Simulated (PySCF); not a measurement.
C₇H₁₂.
Numbering: `[CH:1]#[C:2][C@@H:3]([CH3:4])[CH:5]([CH3:6])[CH3:7]` (hydrogens: H8 on C1; H9 on C3; H10, H11, H12 on C4; H13 on C5; H14, H15, H16 on C6; H17, H18, H19 on C7)

The same species was optimised twice, with GFN2-xTB and with PBE0-D3(BJ)/def2-SVP (PySCF), and the same property calculations (PySCF, gas phase) were run on both structures.

```json
{"coordinate": "C1≡C2 (Å)", "GFN2-xTB": "1.197", "PBE0-D3(BJ)/def2-SVP": "1.212", "change": "+0.015"}
{"coordinate": "C2–C3 (Å)", "GFN2-xTB": "1.452", "PBE0-D3(BJ)/def2-SVP": "1.463", "change": "+0.011"}
{"coordinate": "C3–C5 (Å)", "GFN2-xTB": "1.544", "PBE0-D3(BJ)/def2-SVP": "1.549", "change": "+0.005"}
{"coordinate": "C5–C6 (Å)", "GFN2-xTB": "1.527", "PBE0-D3(BJ)/def2-SVP": "1.524", "change": "-0.003"}
{"coordinate": "C5–C7 (Å)", "GFN2-xTB": "1.526", "PBE0-D3(BJ)/def2-SVP": "1.524", "change": "-0.002"}
{"coordinate": "C3–C4 (Å)", "GFN2-xTB": "1.532", "PBE0-D3(BJ)/def2-SVP": "1.531", "change": "-0.001"}
{"coordinate": "C6–C5–C7 (°)", "GFN2-xTB": "110.0", "PBE0-D3(BJ)/def2-SVP": "111.2", "change": "+1.2"}
{"coordinate": "C2–C3–C4 (°)", "GFN2-xTB": "109.8", "PBE0-D3(BJ)/def2-SVP": "110.9", "change": "+1.1"}
{"coordinate": "C3–C5–C6 (°)", "GFN2-xTB": "109.9", "PBE0-D3(BJ)/def2-SVP": "111.0", "change": "+1.1"}
{"coordinate": "C2–C3–C5 (°)", "GFN2-xTB": "111.0", "PBE0-D3(BJ)/def2-SVP": "111.9", "change": "+0.9"}
{"coordinate": "C3–C5–C7 (°)", "GFN2-xTB": "112.1", "PBE0-D3(BJ)/def2-SVP": "112.8", "change": "+0.7"}
{"coordinate": "C4–C3–C5 (°)", "GFN2-xTB": "112.7", "PBE0-D3(BJ)/def2-SVP": "113.1", "change": "+0.4"}
{"coordinate": "C1–C2–C3 (°)", "GFN2-xTB": "179.5", "PBE0-D3(BJ)/def2-SVP": "179.1", "change": "-0.4"}
{"coordinate": "C2–C3–C5–C6 (°)", "GFN2-xTB": "65", "PBE0-D3(BJ)/def2-SVP": "63", "change": "-2"}
```

Rotational constants: A = 2988, B = 2237, C = 1764 MHz (GFN2-xTB) against A = 2958, B = 2188, C = 1716 MHz (PBE0-D3(BJ)/def2-SVP). Point groups within 0.08 Å: C1 and C1.

On the GFN2-xTB structure: isotropic polarisability (au) 82.5 [B3LYP/def2-SVPD]; HOMO (eV) -7.46 [B3LYP/def2-SVPD]; LUMO (eV) 0.36 [B3LYP/def2-SVPD]; dipole (D) 0.70 [B3LYP/def2-SVPD].

Task: What do these properties become on the PBE0-D3(BJ)/def2-SVP structure?

Result: 
```json
{"property": "isotropic polarisability (au)", "level": "B3LYP/def2-SVPD", "on GFN2-xTB": "82.5", "on PBE0-D3(BJ)/def2-SVP": "84.2", "change": "+1.7"}
{"property": "HOMO (eV)", "level": "B3LYP/def2-SVPD", "on GFN2-xTB": "-7.46", "on PBE0-D3(BJ)/def2-SVP": "-7.39", "change": "+0.07"}
{"property": "LUMO (eV)", "level": "B3LYP/def2-SVPD", "on GFN2-xTB": "0.36", "on PBE0-D3(BJ)/def2-SVP": "0.31", "change": "-0.05"}
{"property": "dipole (D)", "level": "B3LYP/def2-SVPD", "on GFN2-xTB": "0.70", "on PBE0-D3(BJ)/def2-SVP": "0.72", "change": "+0.02"}
{"property": "energy, GFN2-xTB geometry as zero (kcal/mol)", "level": "B3LYP/def2-SVPD", "on GFN2-xTB": "0.0", "on PBE0-D3(BJ)/def2-SVP": "-1.7", "change": "-1.7"}
```

The heavy atoms differ by 0.036 Å rms after alignment. Among bonds between heavy atoms C1≡C2 changes most (+0.015 Å). Changes are differences of the printed values. Neither structure is proved a minimum here.

Shape of the structure used: `[CH:1]#[C:2][C@@H:3]([CH3:4])[CH:5]([CH3:6])[CH3:7]`: C2–C3–C5–C6 63°.
